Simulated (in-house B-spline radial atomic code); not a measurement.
P⁴⁺. Computed with a B-spline radial atomic code. Model: all-electron spherical atom, spin shells full or empty, radial basis limit, no spin-orbit coupling, Breit or QED, empty-state partial waves extrapolated as (l+1/2)^-4, RPA, G0W0 and static COHSEX of the highest shell as one setting changes (uncorrelated shells keep exact exchange).

In a row where one electron alone is correlated, RPA and GW hold only self-correlation.

Given: element P; charge 4; filled core Ne; hamiltonian non-relativistic; mean-field start PBE0; highest l of empty states 9; highest mean-field shell 3s up.

Shell: 3s 1 0 (electrons up and down).

```
lowest nl shells left uncorrelated  RPA correlation energy (hartree)  G0W0 level (eV)  G0W0 minus most complete (meV)  COHSEX level (eV)
                                 0                          -0.64185          -65.844                               0            -67.425
                                 1                                 ?                ?                               ?                  ?
                                 2                                 ?                ?                               ?                  ?
                                 3                         -0.025651          -65.488                           355.9            -66.889
```

Task: What follows for lowest nl shells left uncorrelated = 1?

Result: RPA correlation energy -0.51627 hartree; G0W0 level -65.84 eV; G0W0 minus most complete 4 meV; COHSEX level -67.415 eV.

Task: What follows for lowest nl shells left uncorrelated = 2?

Result: RPA correlation energy -0.37106 hartree; G0W0 level -65.885 eV; G0W0 minus most complete -40.7 meV; COHSEX level -67.486 eV.
